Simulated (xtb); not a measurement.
C₂H₆N₂OSi, SMILES C[Si@@H](N)OC#N. All values are semi-empirical tight-binding results from xtb (GFN2-xTB unless named), good for trends rather than for accurate numbers. The structure is a stationary point at GFN2-xTB. The structure was generated by enumeration; whether it is a known compound was not checked. The values are those of a single conformer.

```
Item                                            Value
--------------------------------------  -------------
orbital gap                                   6.00 eV
dipole moment                                  5.92 D
zero-point energy                       52.5 kcal/mol
G − E(el) at 298.15 K (modified RRHO)   31.6 kcal/mol
static polarisability (D4 model)           70.7 bohr³
solvation energy, GFN2-xTB/ALPB(water)  -9.5 kcal/mol
solvation energy, GFN2-xTB/ALPB(ether)  -8.8 kcal/mol
```
